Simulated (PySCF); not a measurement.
An equivalent PySCF input for Ne(3+) (neon, charge +3), [He] 2s2 2p3, high-spin 4S determinant, with scalar relativity by spin-free X2C-1e:

```python
from pyscf import gto, scf, dft, mp, cc
import basis_set_exchange as bse
mol = gto.M(atom="Ne 0 0 0", charge=3, spin=3, symmetry="D2h",
            basis=gto.basis.parse(bse.get_basis("jorge-DZP-DKH", elements=["Ne"], fmt="nwchem", header=False)),
            nucmod="G")
mf = dft.UKS(mol, xc="R2SCAN").sfx2c1e()
mf.irrep_nelec = {'Ag': (2, 2), 'B1u': (1, 0), 'B2u': (1, 0), 'B3u': (1, 0)}
mf.kernel()
```

It reaches the same state as the run whose output follows, with an energy that differs only through the grid. The run itself started from symmetry-adapted Hartree-Fock orbitals and held the occupation by maximum overlap, on a logarithmic radial grid, so the iterations belong to that start.

```
SCF conv_tol = 1e-09
number electrons alpha = 5  beta = 2
XC functionals = R2SCAN
    J. W. Furness, A. D. Kaplan, J. Ning, J. P. Perdew, and J. Sun.,  J. Phys. Chem. Lett. 11, 8208-8215 (2020)
    J. W. Furness, A. D. Kaplan, J. Ning, J. P. Perdew, and J. Sun.,  J. Phys. Chem. Lett. 11, 9248-9248 (2020)
    J. W. Furness, A. D. Kaplan, J. Ning, J. P. Perdew, and J. Sun.,  J. Phys. Chem. Lett. 11, 8208-8215 (2020)
    J. W. Furness, A. D. Kaplan, J. Ning, J. P. Perdew, and J. Sun.,  J. Phys. Chem. Lett. 11, 9248-9248 (2020)
cycle= 1 E= -124.378104025853  delta_E= -0.000637  |g|= 0.00351  |ddm|= 0.0276
cycle= 2 E= -124.378105983658  delta_E= -1.96e-06  |g|= 0.000408  |ddm|= 0.00209
cycle= 3 E= -124.378106017488  delta_E= -3.38e-08  |g|= 5.44e-05  |ddm|= 0.000239
cycle= 4 E= -124.378106018124  delta_E= -6.36e-10  |g|= 1.38e-06  |ddm|= 3.99e-05
converged SCF energy = -124.378106018124  <S^2> = 3.7516243  2S+1 = 4.000812
```
